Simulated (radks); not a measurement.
Co II, configuration [Ar] 3d8. All-electron calculation, scalar-relativistic Kohn-Sham, BLYP, spin-polarised, spherical densities, finite nucleus; open shells are filled with parallel spins first; Fermi nuclear charge, rms radius 3.7875 fm. Program: a radial shooting solver on a logarithmic mesh with Libxc functionals.

Normalised radial functions P(r) = r R(r), r in bohr:

```
   r/bohr * 4s down (the largest magnitude, 0.655, reaches the edge; | marks zero)
 0.004171                             |*
 0.004779                             |*
 0.005475                             | *
 0.006273                             | *
 0.007187                             | *
 0.008234                             | *
 0.009433                             |  *
  0.01081                             |  *
  0.01228                             |  *
  0.01407                             |  *
  0.01612                             |  *
  0.01847                             |   *
  0.02116                             |   *
  0.02425                             |   *
  0.02778                             |   *
  0.03182                             |   *
  0.03646                             |   *
  0.04144                             |  *
  0.04748                             |  *
  0.05439                             | *
  0.06232                             |*
   0.0714                             *
   0.0818                            *|
  0.09371                          *  |
   0.1074                         *   |
    0.123                        *    |
   0.1398                       *     |
   0.1602                      *      |
   0.1835                      *      |
   0.2102                       *     |
   0.2409                        *    |
    0.276                           * |
   0.3162                             |*
   0.3622                             |   *
    0.415                             |      *
   0.4717                             |         *
   0.5404                             |          *
   0.6191                             |          *
   0.7093                             |         *
   0.8126                             |     *
    0.931                             | *
    1.067                         *   |
    1.222                   *         |
      1.4             *               |
    1.591        *                    |
    1.823     *                       |
    2.089  *                          |
    2.393  *                          |
    2.741   *                         |
    3.141      *                      |
    3.598          *                  |
    4.123              *              |
    4.723                  *          |
    5.368                      *      |
     6.15                         *   |
    7.046                           * |
    8.073                            *|
    9.249                             *
```

4s down (empty): eigenvalue -11.111 eV, 3 radial nodes at r = 0.0728, 0.305, 0.968 bohr, <r> = 2.79 bohr, 90 % of the charge inside 4.20 bohr.
